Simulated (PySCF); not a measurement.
Gas-phase reaction: 4 GeHCl + Cl2 = 2 GeCl3 + 2 GeH2

Energies from PySCF (xtb for GFN2), thermal terms from the rigid-rotor harmonic-oscillator model, ideal gas at 1 bar. † marks an energy on the PBE0/def2-TZVP geometry and frequencies; other levels use their own. MP2 freezes the core. Open shells (unrestricted): GeCl3 (multiplicity 2); the rest are closed-shell singlets. GFN2 has no spin-polarisation term. Ge: all electrons, no relativistic terms. GeHCl, GeCl3, GeH2: computed as isolated molecules; such fragments, hydroxides, amides, oligomers or adducts are transient or little studied in the gas. MP2 isn't extrapolated to the basis-set limit.

```
level            ΔH°(298 K), kJ
---------------  --------------
GFN2-xTB                      ?
MP2/def2-SVP†              -263
MP2/def2-TZVPP†               ?
PBE/def2-SVP               -202
PBE0/def2-SVP†                ?
LDA/def2-TZVP†             -204
```

Problem. Some entries are withheld; supply them.

Solution. 
- GFN2-xTB, ΔH°(298 K), kJ: -36
- MP2/def2-TZVPP†, ΔH°(298 K), kJ: -238
- PBE0/def2-SVP†, ΔH°(298 K), kJ: -229
